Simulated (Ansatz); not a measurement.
# Four-centre ligand exchange

Start structure (SiH$_{4}$BrF, singlet), relaxed at PBE0-D4/def2-TZVP:

```
atom    x (Å)    y (Å)    z (Å)
 Si1  -0.7158   0.2531  -0.6551
 Br2   0.2039  -1.7640  -0.3209
  H3  -1.7183   0.0890  -1.7307
  H4  -1.3491   0.6708   0.6127
  H5   0.3649   1.1750  -1.0616
  H6   1.4809  -0.5877   1.3357
  F7   1.7336   0.1639   1.8199
```

The step: SiH₃Br ([SiH3][Br]) + HF → SiH₃F ([F][SiH3]) + HBr; bonds formed: Si1–F7, Br2–H6; bonds broken: Si1–Br2, H6–F7. Computed with Ansatz 0.2.0 (basis: def2-TZVPP and def2-QZVPP); correlated methods freeze the cores. Filled d shells of the heavier atoms are correlated. The def2 sets are not built for correlating such inner shells, so the correlated values are less sure here. Extrapolation: Hartree–Fock as exp(−7.88 √X), correlation as X^−2.97. Energies below are by CCSD(T) at an estimated basis limit (MP2 extrapolated from triple and quadruple zeta, plus CCSD(T) − MP2 in triple zeta).

Q: What are the electronic barrier and the energy of the step, from the start structure to the end structure? (Judge from chemistry; the value comes from the calculation.)

A: By the calculation: Barrier 1.304 eV; step energy -0.307 eV (downhill); reverse barrier, their difference, 1.611 eV. Barrier and step energy count from the start structure, the reverse barrier from the end structure.

The saddle point: One imaginary mode of 361i cm⁻¹.
```csv
pair,start (Å),saddle (Å),end (Å)
Si1–F7,3.48,1.94,1.61
Br2–H6,2.40,1.83,1.42
Si1–Br2,2.24,2.61,4.58
H6–F7,0.93,1.04,2.09
```

Zero-point energy (harmonic, PBE0-D4): ZPE is 1.007 eV at the start and 0.981 eV at the saddle, so the barrier goes from 1.304 to 1.279 eV.

T1 diagnostic: at most 0.010.

Labels in which every atom is bracketed show which atoms are joined, not bond orders.

For scale, one of the runs: CCSD(T)/def2-TZVPP, 177 basis functions, launched by `ansatz run in.yaml --threads 4 --pin off --events-out ev --progress --plain --max-ram 9574MiB`. Hardware: 4 CPU threads of an Arm Neoverse V1, shared host. Wall time 35 s; peak host memory 1.6 GiB.
